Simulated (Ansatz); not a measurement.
Si₄H₁₁F, singlet: at the start structure of a reaction step.

Input (in.yaml):

```yaml
crystal:
  periodic: [false, false, false]
  atoms:
    - {symbol: Si, position_ang: [-0.428286, 0.534628, 0.558615]}
    - {symbol: Si, position_ang: [1.408862, -0.605140, 1.455272]}
    - {symbol: Si, position_ang: [-0.188233, 0.915554, -1.732798]}
    - {symbol: Si, position_ang: [-2.380699, -0.713516, 0.875856]}
    - {symbol: H, position_ang: [-0.581238, 1.858242, 1.231154]}
    - {symbol: H, position_ang: [2.500716, 0.595428, -1.861635]}
    - {symbol: F, position_ang: [3.060395, -0.076098, -1.553120]}
    - {symbol: H, position_ang: [2.629847, 0.237475, 1.412399]}
    - {symbol: H, position_ang: [1.100679, -0.939001, 2.873078]}
    - {symbol: H, position_ang: [1.627742, -1.865346, 0.701609]}
    - {symbol: H, position_ang: [-1.279487, 1.767223, -2.274144]}
    - {symbol: H, position_ang: [1.092570, 1.640192, -2.026802]}
    - {symbol: H, position_ang: [-0.150284, -0.367109, -2.482105]}
    - {symbol: H, position_ang: [-2.224392, -2.040110, 0.221588]}
    - {symbol: H, position_ang: [-2.635501, -0.920561, 2.326201]}
    - {symbol: H, position_ang: [-3.552790, -0.021859, 0.274830]}
basis:
  gaussian: {orbitals: def2-SVP}
hamiltonian: {xc: {name: wB97M-V}}
```

Run by:

```bash
ansatz run in.yaml --threads 4 --pin off --events-out ev --progress --plain --max-ram 63488MiB --backend cpu
```

Output of Ansatz 0.2.0:

```
Functional definition: wB97M-V
  name "wB97M-V"
  cite "Mardirossian & Head-Gordon, J. Chem. Phys. 144, 214110 (2016) doi:10.1063/1.4952647"
  cite "Becke, J. Chem. Phys. 107, 8554 (1997) doi:10.1063/1.475007"
  cite "Vydrov & Van Voorhis, J. Chem. Phys. 133, 244103 (2010) doi:10.1063/1.3521275"
  # Of w^i u^j: cxij and so on, Table III.
  parameter omega = 0.3/bohr
  parameter cx = 0.15
  parameter cx01 = 1.007
  parameter cx10 = 0.259
  parameter css00 = 0.443
  parameter css04 = -1.437
  parameter css10 = -4.535
  parameter css20 = -3.390
  parameter css43 = 4.278
  parameter cos00 = 1.000
  parameter cos10 = 1.358
  parameter cos20 = 2.924
  parameter cos21 = -8.812
  parameter cos60 = -1.390
  parameter cos61 = 9.142
  parameter b = 6.0
  parameter c = 0.01
  gx(w, u) = 1 - cx + cx01*u + cx10*w
  gss(w, u) = css00 + css04*u^4 + css10*w + css20*w^2 + css43*w^4*u^3
  gos(w, u) = cos00 + cos10*w + (cos20 + cos21*u)*w^2 + (cos60 + cos61*u)*w^6
  exchange = spin_sum(e_x_unif_sr(omega)*gx(b97_w, b97_u_x)) + cx*exact_x_sr(omega) + exact_x_lr(omega)
  correlation = spin_sum(e_c_pw_mod_same_spin*gss(b97_w, b97_u_same))
      + integral(e_c_pw_mod_opposite_spin*gos(b97_w_opposite, b97_u_opposite)) + vv10(b, c)
1361 factors; integrals over basis functions are off by at most 1.2e-3 eV
528 factors; integrals over basis functions are off by at most 7.1e-6 eV
mean field evaluation 1: about -34388.1480 eV, gradient 2.8e1 eV
mean field evaluation 2: about -34388.7307 eV, gradient 2.7e1 eV
mean field evaluation 4: about -34389.7076 eV, gradient 1.5e0 eV
mean field evaluation 8: about -34389.7704 eV, gradient 9.7e-2 eV
mean field evaluation 16: about -34389.7705 eV, gradient 1.5e-5 eV
mean field -34389.77045359 eV, -1263.8007539459 hartree, gradient 1.5e-5 eV, S^2 0.000000; 0 other end points of the search recorded, 0 dependent functions left out
reference -34389.77050998 eV, -1263.8007560180 hartree; 38, 38 occupied and 103, 103 virtual orbitals, 1361 factors
Total energy: -34389.77050998 eV, -1263.8007560180 hartree
```

Time: 6.5 s of wall clock on 4 CPU threads of an AMD EPYC 7R13; the host was shared. Peak host memory: 0.8 GiB.
